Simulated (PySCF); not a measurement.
**Adding and removing an electron: TlH**

RHF-CCSD(T); basis Tl def2-SVPD with ECP60, H def2-SVPD; scalar-relativistic core potentials; PySCF 2.14. Neutral (RHF): singlet (closed shell), Re = 1.912 Å, ωe = 1333 cm⁻¹, De = 2.47 eV.

TlH⁺ (UHF): doublet (σ ↑), Re = 3.067 Å, ωe = 186 cm⁻¹. The energies at the minima are -172.17276 hartree for TlH and -171.89111 for TlH⁺.

Work out the adiabatic ionisation energy, without and with harmonic zero-point energies (1 hartree = 27.2114 eV, 1 eV = 8065.5 cm⁻¹), and the change of the bond length.

At CCSD(T): 0.28165 hartree = 7.664 eV between the minima; the zero-point term (186.0 − 1333.0)/2 cm⁻¹ = -0.071 eV makes it 7.593 eV. Re changes by +115.5 pm against the neutral. The electron leaves a σ orbital, and the ion is left as a loose complex of an ion and an atom.

Correlated steps freeze 4 core orbitals. Correlated levels converge slowly with the basis: in double zeta they bind strong bonds too weakly, by up to about 1 eV, and carry superposition errors of some tenths. These are scalar-relativistic numbers at best; spin–orbit coupling would shift them, the dissociation energy most. Where the molecule has an RHF reference, its open-shell atoms are computed with UHF. States were picked by a PBE0 search and need not be the measured ground states.

Neutral and ion stand on different kinds of reference determinant, which adds to the error of the difference.
